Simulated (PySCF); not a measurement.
Mg(iPr)(NH2) (C3H9MgN), SMILES C[CH](C)[Mg][NH2]. Atoms are numbered in the order given.

```xyz
14

Mg     0.0515     0.7964     0.6751
C     -0.2794    -0.4683    -1.0002
C     -1.2285    -1.6327    -0.6772
C      1.0312    -0.9877    -1.6112
H     -0.7752     0.1649    -1.7617
H     -1.4171    -2.2690    -1.5662
H     -0.8144    -2.3025     0.0982
H     -2.2139    -1.2905    -0.3159
H      1.7023    -0.1729    -1.9340
H      0.8470    -1.6225    -2.5022
H      1.6008    -1.6131    -0.9001
N      0.3468     1.9286     2.1723
H      1.1380     2.5537     2.3162
H     -0.2529     2.0267     2.9897
```
Charge 0, spin multiplicity 1.

Coordinates come from a B3LYP-D3(BJ)/def2-SVP optimisation. The structure was generated by enumeration; whether it is a known compound was not checked. One conformer was computed; it need not be the lowest.

These are PySCF 2.14.0 with TDDFT-PBE/def2-SVPD values and carry that method's errors.

Vertical excitations. Isolated molecule, no solvent.

```csv
state,energy (eV),λ (nm),f,main pairs
S1,3.60,345,0.047,HOMO→LUMO 100 %
S2,4.13,300,0.000,HOMO→LUMO+1 100 %
S3,4.16,298,0.116,HOMO−1→LUMO 93 %
S4,4.51,275,0.042,HOMO−1→LUMO+1 99 %
S5,4.74,262,0.026,HOMO−1→LUMO+2 97 %
S6,4.77,260,0.077,HOMO→LUMO+2 85 %
S7,4.91,253,0.025,HOMO→LUMO+3 93 %
S8,5.16,241,0.015,HOMO−1→LUMO+3 100 %
S9,5.88,211,0.009,HOMO→LUMO+4 98 %
S10,5.91,210,0.000,HOMO→LUMO+5 99 %
T1,3.32,373,0,HOMO→LUMO 100 %
T2,3.47,357,0,HOMO−1→LUMO 99 %
T3,4.09,303,0,HOMO→LUMO+1 100 %
T4,4.16,298,0,HOMO→LUMO+2 98 %
```
Triplets are in the Tamm–Dancoff approximation, which puts them higher than full response would, so one can lie above its singlet here.
